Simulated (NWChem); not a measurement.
System: GaH2Cl; SMILES [Cl][GaH2]

Input file for NWChem:

```
start job
memory heap 200 mb stack 900 mb global 1100 mb
geometry units angstroms noautosym nocenter noautoz
  Ga     0.000000     0.000000     0.765827
  H      0.000000    -1.410778     1.428935
  H      0.000000     1.410778     1.428935
  Cl     0.000000     0.000000    -1.390821
end
basis spherical
  * library pcsseg-1
end
dft
  xc pbe0
  iterations 150
end
property
  shielding 3 1 2 4
end
task dft property
```

Parts of the log:

```
             Northwest Computational Chemistry Package (NWChem) 7.3.0
             --------------------------------------------------------

                             Geometry "geometry" -> ""
                             -------------------------

 Output coordinates in angstroms (scale by  1.889725989 to convert to a.u.)

  No.       Tag          Charge          X              Y              Z
 ---- ---------------- ---------- -------------- -------------- --------------
    1 Ga                  31.0000     0.00000000     0.00000000     0.76582700
    2 H                    1.0000     0.00000000    -1.41077800     1.42893500
    3 H                    1.0000     0.00000000     1.41077800     1.42893500
    4 Cl                  17.0000     0.00000000     0.00000000    -1.39082100

 Effective nuclear repulsion energy (a.u.)     156.2509603295

                              NWChem Property Module
                              ----------------------

  itol2e modified to match energy
  convergence criterion.

                                 NWChem DFT Module
                                 -----------------

 Summary of "ao basis" -> "ao basis" (spherical)
 ------------------------------------------------------------------------------
       Tag                 Description            Shells   Functions and Types
 ---------------- ------------------------------  ------  ---------------------
 Ga                         pcsseg-1                15       41   5s7p3d
 H                          pcsseg-1                 3        5   2s1p
 Cl                         pcsseg-1                10       24   4s5p1d

  itol2e modified to match energy
  convergence criterion.

            General Information
            -------------------
          SCF calculation type: DFT
          Wavefunction type:  closed shell.
          No. of atoms     :     4
          No. of electrons :    50
           Alpha electrons :    25
            Beta electrons :    25
          Charge           :     0
          Spin multiplicity:     1
          Use of symmetry is: off; symmetry adaption is: off
          Maximum number of iterations: 150
          AO basis - number of functions:    75
                     number of shells:    31
          Convergence on energy requested:  1.00D-07
          Convergence on density requested:  1.00D-05
          Convergence on gradient requested:  5.00D-04

[...]

          -----------------------------------------
          Chemical Shielding Tensors (GIAO, in ppm)
          -----------------------------------------

                                NWChem CPHF Module
                                ------------------

  scftype          =     RHF
  nclosed          =       25
  nopen            =        0
  variables        =     1250
  # of vectors     =        3
  tolerance        = 0.10D-03
  level shift      = 0.00D+00
  max iterations   =       50
  max subspace     =       30

 SCF residual:    6.6974048525442914E-005

Iterative solution of linear equations
  No. of variables     1250
  No. of equations        3
  Maximum subspace       30
        Iterations       50
       Convergence  1.0D-04

   iter   nsub   residual    time
   ----  ------  --------  ---------
     1      3    5.24D-01      28.0
     2      6    1.16D-02      31.7
     3      9    1.10D-03      36.1
     4     12    3.95D-05      39.4

      Atom:    1  Ga
        Diamagnetic
   2637.9726      0.0000     -0.0000
      0.0000   2634.3590      0.0000
     -0.0000      0.0000   2642.6624

        Paramagnetic
  -1352.7933     -0.0000      0.0000
     -0.0000  -1280.5155     -0.0000
      0.0000     -0.0000  -1575.4035

        Total Shielding Tensor
   1285.1793     -0.0000      0.0000
     -0.0000   1353.8435     -0.0000
      0.0000     -0.0000   1067.2588

           isotropic =    1235.4272
          anisotropy =     177.6245

          Principal Components and Axis System
                 1           2           3
             1353.8435   1285.1793   1067.2588

      1        -0.0000      1.0000     -0.0000
      2         1.0000      0.0000      0.0000
      3        -0.0000      0.0000      1.0000

      Atom:    2  H
        Diamagnetic
     19.6334     -0.0000      0.0000
     -0.0000     35.8058     -8.9338
      0.0000     -8.9338     25.5660

        Paramagnetic
      0.2420     -0.0000      0.0000
     -0.0000     -3.9399      1.9500
      0.0000      1.9500     -1.6084

        Total Shielding Tensor
     19.8754     -0.0000      0.0000
     -0.0000     31.8659     -6.9838
      0.0000     -6.9838     23.9576

           isotropic =      25.2330
          anisotropy =      16.0565

          Principal Components and Axis System
                 1           2           3
               35.9373     19.8862     19.8754

      1        -0.0000      0.0000      1.0000
      2         0.8639      0.5036     -0.0000
      3        -0.5036      0.8639     -0.0000

      Atom:    3  Cl
        Diamagnetic
   1145.9461      0.0000     -0.0000
      0.0000   1145.3474     -0.0000
     -0.0000     -0.0000   1154.8628

        Paramagnetic
    -65.8693      0.0000     -0.0000
      0.0000   -654.6384     -0.0000
     -0.0000     -0.0000   -295.1046

        Total Shielding Tensor
   1080.0768      0.0000     -0.0000
      0.0000    490.7091     -0.0000
     -0.0000     -0.0000    859.7583

           isotropic =     810.1814
          anisotropy =     404.8432

          Principal Components and Axis System
                 1           2           3
             1080.0768    859.7583    490.7091

      1         1.0000      0.0000     -0.0000
      2         0.0000     -0.0000      1.0000
      3        -0.0000      1.0000      0.0000
```

Level: PBE0/pcSseg-1, GIAO. Coordinates come from a PBE0/def2-SVP optimisation. The output numbers the shielded atoms by their place in the input's list. The printed shielding anisotropy is the first printed principal value minus the mean of the other two.
